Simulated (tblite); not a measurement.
Isomers of C7H8Cl2Si. Computed values, GFN2-xTB/tblite, gas phase, harmonic and unscaled. Against measured fundamentals such values can be off by several per cent, at times by over 20. Modes of hydrogen on silicon can be 10 to 20 % off. One conformer each.

Electronic energies: GFN2-xTB at the same geometries; isomer energies are rough at this level and their order can be wrong.

```
                    SMILES  electronic energy, lowest = 0 (kJ/mol)
C=C1[SiH2]C=C(C(Cl)Cl)C1=C                                   379.6
     C[Si](Cl)(Cl)c1ccccc1                                     0.0
C=C1C=C([SiH2]C(Cl)Cl)C1=C                                   481.5
```

Task: How do GFN2-xTB zero-point energies change the relative energies?

Result: 
| SMILES | ZPE (kJ/mol) | of it from modes above 1550 cm⁻¹ | electronic (kJ/mol) | with ZPE, lowest = 0 (kJ/mol) | lowest mode (cm⁻¹) | rings |
| --- | --- | --- | --- | --- | --- | --- |
| C[Si](Cl)(Cl)c1ccccc1 | 336.5 | 165.7 | 0.0 | 0.0 | 14 | 1 |
| C=C1[SiH2]C=C(C(Cl)Cl)C1=C | 316.1 | 166.9 | 379.6 | 359.2 | 12i | 1 |
| C=C1C=C([SiH2]C(Cl)Cl)C1=C | 311.7 | 159.3 | 481.5 | 456.6 | 17i | 1 |

The zero-point energies span 24.8 kJ/mol, from `C=C1C=C([SiH2]C(Cl)Cl)C1=C` to `C[Si](Cl)(Cl)c1ccccc1`. Slightly imaginary modes are left out of the zero-point energy: `C=C1[SiH2]C=C(C(Cl)Cl)C1=C` 11.6i cm⁻¹ and `C=C1C=C([SiH2]C(Cl)Cl)C1=C` 17.2i cm⁻¹. The order is unchanged.
